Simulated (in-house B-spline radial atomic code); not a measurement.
## Removing one electron from Tb37+

Closed shell [Ar] 3d10. Computed with a B-spline radial code for spherical atoms: Koopmans values of Dirac-Hartree-Fock plus a diagonal self-energy, in second order or with its direct term screened (direct RPA, with the hole-particle interaction, or full time-dependent Hartree-Fock), linearised in energy; no-pair Dirac-Coulomb Hamiltonian, finite nucleus. Shifts add to the Koopmans value (the ΔSCF shift is orbital relaxation alone); the final value takes TDHF screening with Breit and QED.

Command:
```bash
python run_mb.py task.json out
```
Settings (nuclear radius in fm, box in bohr, cutoff in hartree):
```
basis_form          2
Z                   65
core_configuration  [Ar] 3d10
rms_radius          5.06
mass_number         159
speed_of_light      137.036
box_radius          3.106
lmax                7
intervals           57
virtual_cutoff      16900.0
```

Cost of the run: 18 s on 1 thread of Intel(R) Xeon(R) Platinum 8488C (shared host).

Energies in eV:

```json
{"subshell": "3d5/2", "Koopmans": "2755.87", "ΔSCF shift": "-3.825", "second order": "?", "direct RPA": "?", "hole-particle": "?", "TDHF": "?", "Breit + QED": "?", "final": "?"}
{"subshell": "3d3/2", "Koopmans": "2791.95", "ΔSCF shift": "-4.057", "second order": "-2.688", "direct RPA": "-1.798", "hole-particle": "-2.091", "TDHF": "-2.137", "Breit + QED": "-2.315", "final": "2787.50"}
{"subshell": "3p3/2", "Koopmans": "3112.27", "ΔSCF shift": "-2.802", "second order": "-4.686", "direct RPA": "-3.553", "hole-particle": "-3.958", "TDHF": "-4.010", "Breit + QED": "-3.502", "final": "3104.76"}
{"subshell": "3p1/2", "Koopmans": "3277.33", "ΔSCF shift": "-3.241", "second order": "-5.689", "direct RPA": "-4.278", "hole-particle": "-4.797", "TDHF": "-4.863", "Breit + QED": "-5.327", "final": "3267.14"}
{"subshell": "3s1/2", "Koopmans": "3470.14", "ΔSCF shift": "-2.729", "second order": "-6.292", "direct RPA": "-4.873", "hole-particle": "-5.435", "TDHF": "-5.500", "Breit + QED": "-5.765", "final": "3458.88"}
```

Problem. What does the self-energy do to 3d5/2?

Solution. It shifts the removal energy by -2.455 eV in second order, -1.627 with direct RPA, -1.905 with the hole-particle term and -1.946 with TDHF screening (quasi-particle weight 0.997); Breit and QED add -1.601 eV. The final value is 2752.32 eV, against 2750 ± 4 eV (NIST, tabulated theory).
